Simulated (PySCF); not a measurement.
From one molecule to another.

First species: C7H9FOS.
SMILES: `CC(=S)C1=C[C@@H](F)COC1`

Second species: C₆H₈F₃N.
InChI=1S/C6H8F3N/c1-10-3-4-2-6(4,9)5(7)8/h3-5H,2H2,1H3/b10-3+/t4-,6+/m0/s1

Levels: PBE0/pcSseg-1 for HOMO energy, LUMO energy and HOMO–LUMO gap. Geometries: GFN2-xTB. Each species is one conformer at its optimised geometry, gas phase, non-relativistic unless stated. Electronic properties by PySCF.

Dipoles, sizes and rotational constants follow the conformer. The torsions of the flexible species, by atom-mapped SMILES:
- `[CH3:1]/[N:2]=[CH:3]/[C@@H:4]1[CH2:5][C@:6]1([F:7])[CH:8]([F:9])[F:10]`: N2–C3–C4–C5 -151°, C5–C6–C8–F9 -1°

The conformers of `CC(=S)C1=C[C@@H](F)COC1` aren't listed.

```csv
property,column X,column Y
HOMO energy,-7.25 eV,-6.57 eV
LUMO energy,-0.12 eV,-2.83 eV
HOMO–LUMO gap,7.13 eV,3.74 eV
```

(1) Which column belongs to which species?

(2) How does each property change from the first species to the second?

## Answers

(1) Column X is the second species and column Y the first. The first has 19 atoms and 84 electrons, the second 18 and 78.

(2) HOMO energy -0.68 eV; LUMO energy +2.71 eV; HOMO–LUMO gap +3.39 eV.

